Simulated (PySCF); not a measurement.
InAs: one state, many levels of theory

State: ³Σ⁻ (triplet), unpaired electrons π ↑↑. Set-up: In cc-pVDZ-PP with ECP28, As cc-pVDZ-PP with ECP10; scalar-relativistic core potentials (PySCF 2.14). De refers to In + As in their high-spin ground configurations, without counterpoise correction. The functionals are run spin-unrestricted. A positive dipole means In(−)As(+).

| Level | Re (Å) | ωe (cm⁻¹) | De (eV) | μ (D) | CPU s a point (SCF and correlation, without the integrals) |
| --- | --- | --- | --- | --- | --- |
| UHF | 2.783 | 173 | 0.64 | -2.24 | 0.087 |
| UHF-MP2 | 2.759 | 180 | 1.28 | n/a | 0.16 |
| UHF-SCS-MP2 | 2.776 | 177 | 1.25 | n/a | n/a |
| UHF-CCSD | 2.779 | 173 | 1.24 | n/a | n/a |
| UHF-CCSD(T) | 2.783 | 172 | 1.31 | n/a | 5.8 |
| LDA | 2.725 | 183 | 2.39 | -1.36 | 0.34 |
| PBE | 2.791 | 170 | 1.92 | -1.75 | 0.55 |
| revPBE | 2.812 | 166 | 1.76 | -1.89 | 0.41 |
| r²SCAN | 2.757 | 177 | 1.81 | -1.82 | 0.76 |
| TPSSh | 2.773 | 174 | 1.84 | -1.93 | 0.83 |
| PBE0 | 2.759 | 178 | 1.78 | -1.90 | 0.87 |
| HSE06 | 2.762 | 177 | 1.84 | -1.86 | 1 |

The bond length runs from 2.725 Å (LDA) to 2.812 Å (revPBE). De spans 0.64 eV (UHF, mean field) to 2.39 eV (LDA, local density). Correlation at CCSD(T) changes the Hartree–Fock bond energy by +0.67 eV; the triples alone change it by +0.07 eV.

Correlated steps freeze 8 core orbitals. Correlated levels converge slowly with the basis: in double zeta they bind strong bonds too weakly, by up to about 1 eV, and carry superposition errors of some tenths. These are scalar-relativistic numbers at best; spin–orbit coupling would shift them, the dissociation energy most. The state is the lowest determinant that a PBE0 search found; another state may lie lower at other levels.

The whole job (state search and all levels along the bond) took about 2.4 min on 1 thread of Arm Neoverse V2 (shared host), peak memory 0.53 GiB.
